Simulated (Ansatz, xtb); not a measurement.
Species: BiI$_{2}$, charge 1, multiplicity 1. SMILES of the parent species: [I][Bi][I]
Structure (B3LYP-D3(BJ)/def2-TZVP (Ansatz, an electronic-structure program) minimum search):
```xyz
3

Bi     0.0453    -0.0328     0.9536
I      1.0907     1.8295    -0.7380
I     -1.1616    -1.7781    -0.7554
```
Charge +1, spin multiplicity 1.

Harmonic wavenumbers from GFN2-xTB (xtb, at its own minimum), cm⁻¹: 66, 227, 232.

**Question.** Give the harmonic wavenumbers at B3LYP-D3(BJ)/def2-TZVP (Ansatz, finite differences of forces, unscaled).

**Answer.** 59, 192, 193 cm⁻¹. Zero-point energy 0.6 kcal/mol.

**Question.** From these and the geometry, give the ideal-gas thermochemistry at 298.15 K and 1 atm (rigid rotor, harmonic oscillator).

**Answer.** Point group C2v, rotational symmetry number 2. Rotational constants 1.52, 0.4403, 0.3414 GHz. S(trans) 44.28, S(rot) 30.24, S(vib) 8.89, S(elec, spin only) 0.00, S 83.4 cal/(mol K). H(298) - H(0) 3.60 kcal/mol; G - E(el) -20.6 kcal/mol.
